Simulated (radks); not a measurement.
Effect of the nuclear size on neutral magnesium, [Ne] 3s2. All-electron calculation, Dirac Kohn-Sham, PBE, spin-unpolarised, spherical densities, finite nucleus; Fermi nuclear charge, rms radius 3.057 fm. Program: a radial shooting solver on a logarithmic mesh with Libxc functionals. The rms radius is varied about that value; shifts are against it.

rms radius (fm)  total energy shift (eV)  density at nucleus (e/bohr^3)  1s1/2 shift (meV)
2.6749                         -0.000620                           1163             -0.256
2.9408                         -0.000197                           1162             -0.082
3.057                                  0                           1161              0.000
3.2098                          0.000271                           1161              0.112
3.6164                           0.00106                           1159              0.436

Slopes of the eigenvalues against <r^2> in GHz/fm^2, as finite differences over the two radii next to the reference (eigenvalue slopes, not the field-shift constants of lines): 1s1/2 28.3.
